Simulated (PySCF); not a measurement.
Match the calculated data to a structure.

All candidates are C8H7F3O.

| technique | computed result |
| --- | --- |
| Triplet | lowest triplet excitation (Tamm–Dancoff): 3.11 eV [TDA PBE0/def2-SVPD] |
| NMR, other nuclei | isotropic shieldings of nuclei other than C and H, by class: -316 (1 O), 283 (1 F), 303 (1 F), 367 (1 F) ppm [GIAO B97-2/pcSseg-2] |
| Rotational structure | rotational constants A, B, C: 2.387, 0.445, 0.432 GHz [PBE0-D3(BJ)/def2-SVP] |
| 1H NMR | chemical shifts (computed TMS as zero) by class: 6.92 (1 H), 6.26 (1 H), 3.49 (1 H), 2.48 (1 H), 2.33 (1 H), 2.31 (1 H), 1.92 (1 H) ppm [GIAO B97-2/pcSseg-2] |
| UV, strongest line | among the 10 lowest singlet transitions: S3 at 5.97 eV (208 nm, f = 0.334) [TDDFT PBE0/def2-SVPD] |
| Dipole | 2.57 D [PBE0/def2-SVPD] |
| 13C NMR | chemical shifts (computed TMS as zero) by class: 200.9 (1 C), 163.0 (1 C), 158.4 (1 C), 140.4 (1 C), 138.0 (1 C), 40.2 (1 C), 39.7 (1 C), 30.2 (1 C) ppm [GIAO B97-2/pcSseg-2] |

The electronic properties come from PySCF, for the isolated species, density fitting. Levels stand in brackets. Isolated species at its PBE0-D3(BJ)/def2-SVP geometry (one conformer only). NMR values are class means; diastereotopic atoms form classes of their own.

Question: Which candidate is it?
A. `O=C1C=C[C@H](C(F)=C(F)F)CC1`
B. `C=C1C=C(C(F)(F)F)/C1=C\OC`
C. `C=C1C=C(C(F)(F)F)/C1=C/OC`
D. `Oc1ccc(CC(F)(F)F)cc1`

Answer: A. It is `O=C1C=C[C@H](C(F)=C(F)F)CC1`. Numbering: `[O:1]=[C:2]1[CH:3]=[CH:4][C@H:5]([C:6]([F:7])=[C:8]([F:9])[F:10])[CH2:11][CH2:12]1`. Its formula, C8H7F3O, gives 4 degrees of unsaturation: 1 ring and 3 π bonds in the structure found. 8 carbons fall into 8 classes; from least to most shielded: ketone carbonyl carbon [C2] (200.9 ppm), =CF2 carbon [C8] (163.0 ppm), alkene CH carbon [C4] (158.4 ppm), alkene CH carbon [C3] (140.4 ppm), vinylic C–F carbon [C6] (138.0 ppm), sp3 carbon next to a carbonyl [C12] (40.2 ppm), allylic carbon [C5] (39.7 ppm), ring CH2 carbon [C11] (30.2 ppm). Hydrogen classes from least to most shielded: 1 H on an alkene CH carbon, C4 (6.92 ppm), 1 H on an alkene CH carbon, C3 (6.26 ppm), 1 H on an allylic carbon, C5 (3.49 ppm), 1 H on an sp3 carbon next to a carbonyl, C12 (2.48 ppm), 1 H on a ring CH2 carbon, C11 (2.33 ppm), 1 H on an sp3 carbon next to a carbonyl, C12 (2.31 ppm), 1 H on a ring CH2 carbon, C11 (1.92 ppm). The other shieldings belong to: -316 ppm, ketone oxygen [O1]; 283 ppm, vinyl fluorine [F10]; 303 ppm, vinyl fluorine [F9]; 367 ppm, vinyl fluorine [F7]. The optimised geometry has point group C1 and is an asymmetric top.

The others, at the same levels:
- `Oc1ccc(CC(F)(F)F)cc1` fails: it has 6 carbon classes against 8; its computed 13C shifts are 164.5 (1 C), 139.6 (2 C), 134.0 (1 C), 128.3 (1 C), 119.4 (2 C), 43.1 (1 C) ppm, 1H shifts are 7.33 (2 H), 6.78 (2 H), 4.10 (1 H), 3.10 (2 H) ppm and lowest triplet excitation (Tamm–Dancoff) is 3.94 eV (against 3.11 eV).
- `C=C1C=C(C(F)(F)F)/C1=C\OC` fails: its computed 13C shifts are 155.0 (1 C), 154.3 (1 C), 144.6 (1 C), 138.4 (1 C), 128.2 (1 C), 122.2 (1 C), 104.3 (1 C), 60.3 (1 C) ppm, 1H shifts are 6.82 (1 H), 6.09 (1 H), 5.01 (1 H), 4.96 (1 H), 3.61 (3 H) ppm and lowest triplet excitation (Tamm–Dancoff) is 2.71 eV (against 3.11 eV).
- `C=C1C=C(C(F)(F)F)/C1=C/OC` fails: its computed 13C shifts are 153.1 (1 C), 152.4 (1 C), 143.3 (1 C), 141.0 (1 C), 128.3 (1 C), 123.7 (1 C), 110.7 (1 C), 60.5 (1 C) ppm, 1H shifts are 6.76 (1 H), 6.07 (1 H), 5.41 (1 H), 5.16 (1 H), 3.60 (3 H) ppm and lowest triplet excitation (Tamm–Dancoff) is 2.69 eV (against 3.11 eV).

Each candidate is one conformer, not necessarily the lowest. Dipoles, sizes and rotational constants follow the conformer. The torsions of the flexible species, by atom-mapped SMILES:
- `[OH:1][c:2]1[cH:3][cH:4][c:5]([CH2:6][C:7]([F:8])([F:9])[F:10])[cH:11][cH:12]1`: C4–C5–C6–C7 -86°, C5–C6–C7–F8 180°, H–O1–C2–C3 1°
- `[CH2:1]=[C:2]1[CH:3]=[C:4]([C:5]([F:6])([F:7])[F:8])/[C:9]1=[CH:10]\[O:11][CH3:12]`: C3–C4–C5–F6 -121°, C9–C10–O11–C12 176°
- `[CH2:1]=[C:2]1[CH:3]=[C:4]([C:5]([F:6])([F:7])[F:8])/[C:9]1=[CH:10]/[O:11][CH3:12]`: C3–C4–C5–F6 10°, C9–C10–O11–C12 -175°

The conformers of `O=C1C=C[C@H](C(F)=C(F)F)CC1` aren't listed.
